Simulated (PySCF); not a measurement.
Two species compared at the same levels of theory.

First species: C2H9FSSi2.
Numbering: `[F:1][CH2:2][CH2:3][SiH2:4][S:5][SiH3:6]` (hydrogens: H7, H8 on C2; H9, H10 on C3; H11, H12 on Si4; H13, H14, H15 on Si6)

Second species: C6H5NO.
Structure used (GFN2-xTB), in Å, numbered top down from 1:
```xyz
13
C6H5NO angstrom
C      1.0627    2.0342    0.6323
C      1.1269    0.9792    0.0719
C      1.1984   -0.3132   -0.5761
C      0.1025   -1.2619   -0.1349
O      0.2805   -2.4327    0.0498
C     -1.2689   -0.6126    0.0444
C     -1.6306    0.1651   -1.1106
N     -1.9084    0.7617   -2.0446
H      1.0184    2.9678    1.1080
H      1.0838   -0.1733   -1.6580
H      2.1706   -0.7785   -0.3922
H     -1.2198    0.0521    0.9124
H     -2.0206   -1.3874    0.2188
```

Levels: PBE0/def2-SVPD for dipole moment, HOMO energy, LUMO energy, HOMO–LUMO gap, static isotropic polarisability and electronic spatial extent ⟨r²⟩ about the centre of nuclear charge; TDDFT PBE0/def2-SVPD for lowest singlet excitation; TDA PBE0/def2-SVPD for lowest triplet excitation (Tamm–Dancoff); GFN2-xTB for rotational constant A and rotational constant C. Geometries: GFN2-xTB. Each structure is a single optimised conformer of the isolated species, non-relativistic unless stated; the electronic structure was computed with PySCF and density fitting.

Dipoles, sizes and rotational constants follow the conformer. The torsions of the flexible species, by atom-mapped SMILES:
- `[F:1][CH2:2][CH2:3][SiH2:4][S:5][SiH3:6]`: F1–C2–C3–Si4 -53°, C2–C3–Si4–S5 -173°, C3–Si4–S5–Si6 -178°
- `[CH:1]#[C:2][CH2:3][C:4](=[O:5])[CH2:6][C:7]#[N:8]`: C2–C3–C4–O5 -141°, C3–C4–C6–C7 50°

Which has the higher S1 energy?

The first: 5.80 eV against 4.39 eV, a difference of 1.41 eV.

Which has the higher T1 energy?

The first: 5.47 eV against 3.81 eV, a difference of 1.66 eV.

Which of the two has the higher rotational constant C, and by how much?

The second: 1.275 GHz against 0.618 GHz, a difference of 0.657 GHz.

Which of the two has the higher dipole moment, and by how much?

The second: 2.56 D against 1.10 D, a difference of 1.46 D.

Which has the higher ⟨r²⟩?

The first: 1756 bohr² against 932 bohr², a difference of 824 bohr².

Which has the higher LUMO energy?

The first: -0.16 eV against -1.56 eV, a difference of 1.40 eV.

Which of the two has the higher HOMO–LUMO gap, and by how much?

The first: 7.10 eV against 6.46 eV, a difference of 0.64 eV.

Which has the higher rotational constant A?

The first: 5.633 GHz against 2.219 GHz, a difference of 3.414 GHz.

On the first: The dipole matches unit charges of opposite sign 0.23 Å apart (1 e·Å = 4.8032 D). The vertical singlet–triplet gap S1 − T1 is 0.33 eV (TDDFT singlet less Tamm–Dancoff triplet; S1: HOMO→LUMO, weight 0.98; T1: HOMO→LUMO, weight 0.95).

On the second: The vertical singlet–triplet gap S1 − T1 is 0.58 eV (TDDFT singlet less Tamm–Dancoff triplet; S1: HOMO→LUMO, weight 0.87; T1: HOMO→LUMO, weight 0.83). S1 lies 2.07 eV below the HOMO–LUMO gap; its leading configuration is HOMO→LUMO, weight 0.87.
